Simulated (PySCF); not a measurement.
**Correlation energy of He (helium, neutral)**

1s1 2p1, high-spin 3P determinant (an excited configuration). Calculation: PySCF 2.14, in x2c-QZVPPall with one added diffuse shell each of s, p, d type (5s4p3d1f, 39 functions); the spin-free X2C one-electron Hamiltonian (Gaussian nucleus). Frozen: nothing; 2 electrons correlated.

With two correlated electrons CCSD is exact within the correlated space (frozen core and kept virtual orbitals).

```
level  correlation energy (mhartree)
 CCSD                          -3.95
```

Diagnostics: T1 = 0.0016, D1 = 0.0030, largest double amplitude 0.020.

Is a single reference adequate?

Yes: T1 lies below 0.03 and no double amplitude reaches 0.07.
